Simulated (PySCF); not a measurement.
# C7H11O: g tensor and hyperfine couplings

Compound: C7H11O (doublet state).
Atom-mapped SMILES: `[CH2:1][C@@:2]1([CH2:3][CH:4]=[CH2:5])[CH2:6][CH2:7][O:8]1` (hydrogens: H9, H10 on C1; H11, H12 on C3; H13 on C4; H14, H15 on C5; H16, H17 on C6; H18, H19 on C7)

Structure used (GFN2-xTB), in Å, numbered top down from 1:
```
atom  x, y, z in Å
C1    -1.0463   -1.1939   -1.2707
C2    -0.6653   -0.5248   -0.0339
C3     0.7883   -0.8287    0.4071
C4     1.7982   -0.2765   -0.5414
C5     2.5844    0.7509   -0.2739
C6    -0.9893    1.0063    0.0509
C7    -1.8802    0.6077    1.2235
O8    -1.5879   -0.7762    1.0474
H9    -2.0344   -1.5960   -1.3709
H10   -0.3586   -1.2682   -2.0884
H11    0.8886   -1.9134    0.4827
H12    0.9261   -0.3992    1.4008
H13    1.8615   -0.7658   -1.5037
H14    3.2992    1.1238   -0.9876
H15    2.5575    1.2561    0.6782
H16   -1.5168    1.3958   -0.8150
H17   -0.1344    1.6339    0.2836
H18   -2.9472    0.8116    1.0991
H19   -1.5534    0.9659    2.2049
```

The hyperfine couplings belong to this conformer and change with its torsions.

Method used: PySCF 2.14.0, UKS B3LYP, pcH-1 on C H O, non-relativistic, mean-field spin-orbit, GIAO. Geometry: GFN2-xTB, one conformer, isolated molecule. The geometry wasn't refined by DFT: couplings that depend on bond lengths, twists or pyramidal angles can differ widely from those at the functional's own minimum. Stability of the SCF solution: not tested.

- g1, g2, g3: 2.00217, 2.00261, 2.00271
- g_iso: 2.00250
- Form of g: rhombic: the two nearest values differ by 19 % of g3 − g1
- ⟨S²⟩: 0.7538 (exact 0.7500)
- α and β electrons: 31, 30
- HOMO–LUMO gap, α and β orbitals: 5.75, 4.90 eV
- Total energy: -348.49380 Eh
- Basis functions: 310

Isotropic coupling and dipolar principal values T1 to T3, in MHz:

```tsv
atom	isotope	a_iso	T1	T2	T3	Mulliken spin population
C1	13C	84.8	-79.7	-79.1	158.8	1.06
C2	13C	-38.3	-3.2	0.1	3.1	-0.09
C3	13C	37.0	-3.5	-3.3	6.8	0.02
C4	13C	-1.9	-1.0	-0.2	1.2	-0.01
C5	13C	1.1	-0.9	-0.3	1.3	0.01
C6	13C	78.0	-8.4	-7.5	15.9	0.07
C7	13C	-3.7	-1.0	0.0	1.1	0.01
O8	17O	-6.3	-4.0	1.3	2.7	0.01
H9	1H	-63.1	-38.6	0.0	38.6	-0.05
H10	1H	-61.8	-38.7	-0.1	38.7	-0.04
H11	1H	-2.8	-5.2	-2.1	7.2	0.00
H12	1H	4.3	-2.5	-1.7	4.2	0.00
H13	1H	0.3	-2.7	-2.3	4.9	0.00
H14	1H	-0.1	-0.7	-0.6	1.3	0.00
H15	1H	-0.4	-0.9	-0.4	1.3	0.00
H16	1H	-1.7	-7.3	-1.5	8.8	0.00
H17	1H	4.5	-4.6	-1.5	6.1	0.00
H18	1H	0.7	-1.4	-1.4	2.8	0.00
H19	1H	0.0	-1.5	-0.8	2.3	0.00
```

Largest spin populations (Mulliken): C1 (+1.06), C2 (-0.09) and C6 (+0.07). No atom but C1 exceeds +0.15. The angles at C1 add up to 360.0°, so it is planar; its axial dipolar tensor and the negative couplings of its protons fit spin in a p orbital normal to that plane.

Under fast tumbling the dipolar parts average out, and these isotropic splittings remain: 2 × 1H (H9/H10, I = 1/2, 3 lines) with 2.23 mT, 1 × 1H (H17, I = 1/2, 2 lines) with 0.16 mT, 1 × 1H (H12, I = 1/2, 2 lines) with 0.15 mT, 1 × 1H (H11, I = 1/2, 2 lines) with 0.10 mT and 1 × 1H (H16, I = 1/2, 2 lines) with 0.06 mT.

Means are taken over nuclei equivalent by connectivity, which assumes that they swap fast.

The 17O coupling of O8 (-6.3 MHz) shows only in satellite lines or after enrichment, since that isotope makes up about 0.038 % of natural oxygen.

The 13C coupling of C1 (84.8 MHz) shows only in satellite lines or after enrichment, since that isotope makes up about 1.07 % of natural carbon.

β density exceeds α density at some nuclei, such as C2 (-0.0341), H9/H10 (-0.0140) and C7 (-0.0033), spin density in bohr⁻³. In a single determinant that takes different orbitals for the two spins, that is spin polarisation.

Hardware: one thread, Arm Neoverse V1 (aarch64), shared host with 32 logical CPUs at a one-minute load of 9.2. Cost: 88 s (grids of density and orbitals included), 0.96 GiB resident at most.
